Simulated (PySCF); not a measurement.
Gas-phase reaction: GaNH2 + NO + H → GaOH + N2H2

Method: PySCF energies plus ideal-gas RRHO corrections (1 bar). † marks an energy on the PBE0/def2-TZVP geometry and frequencies; other levels use their own. MP2 freezes the core. 6-31G* has spherical d functions here. Open shells (unrestricted): NO (multiplicity 2, electronic degeneracy 4), H (multiplicity 2); the rest are closed-shell singlets. Spin-orbit splitting is ignored; it lowers the true energy and changes the entropy of NO. Ga: all electrons, no relativistic terms. GaNH2, GaOH: computed as isolated molecules; such fragments, hydroxides, amides, oligomers or adducts are transient or little studied in the gas. MP2 isn't extrapolated to the basis-set limit; its ΔH°(298 K) is -315.0 kJ in def2-SVP and -342.3 kJ in def2-TZVPP. The harmonic model lacks anharmonicity and excited electronic states, which grow with temperature; levels with a mode under 35 cm⁻¹ are left out.

ΔH° and ΔS° at 298 K: HF/6-31G* -228 kJ, -111 J/K; M06-2X/def2-TZVP† -346 kJ, -112 J/K; MP2/def2-SVP† -315 kJ, -112 J/K; MP2/def2-TZVPP† -342 kJ, -112 J/K; PBE0/def2-SVP† -323 kJ, -112 J/K; LDA/def2-TZVP† -385 kJ, -112 J/K.

Question: With the heat capacities included, give log10 K (1 bar) at 800, 1000, 1400, 2000, 2500 K from HF/6-31G*, M06-2X/def2-TZVP†, MP2/def2-SVP†, MP2/def2-TZVPP†, PBE0/def2-SVP†, LDA/def2-TZVP†.

Answer: 
```json
[
 {"T (K)": "800", "HF/6-31G*": "8.7", "M06-2X/def2-TZVP†": "16.4", "MP2/def2-SVP†": "14.4", "MP2/def2-TZVPP†": "16.2", "PBE0/def2-SVP†": "14.9", "LDA/def2-TZVP†": "19.0"},
 {"T (K)": "1000", "HF/6-31G*": "5.6", "M06-2X/def2-TZVP†": "11.7", "MP2/def2-SVP†": "10.1", "MP2/def2-TZVPP†": "11.6", "PBE0/def2-SVP†": "10.5", "LDA/def2-TZVP†": "13.8"},
 {"T (K)": "1400", "HF/6-31G*": "2.0", "M06-2X/def2-TZVP†": "6.4", "MP2/def2-SVP†": "5.2", "MP2/def2-TZVPP†": "6.3", "PBE0/def2-SVP†": "5.5", "LDA/def2-TZVP†": "7.9"},
 {"T (K)": "2000", "HF/6-31G*": "-0.8", "M06-2X/def2-TZVP†": "2.3", "MP2/def2-SVP†": "1.5", "MP2/def2-TZVPP†": "2.2", "PBE0/def2-SVP†": "1.7", "LDA/def2-TZVP†": "3.4"},
 {"T (K)": "2500", "HF/6-31G*": "-2.1", "M06-2X/def2-TZVP†": "0.4", "MP2/def2-SVP†": "-0.2", "MP2/def2-TZVPP†": "0.4", "PBE0/def2-SVP†": "0.0", "LDA/def2-TZVP†": "1.3"}
]
```
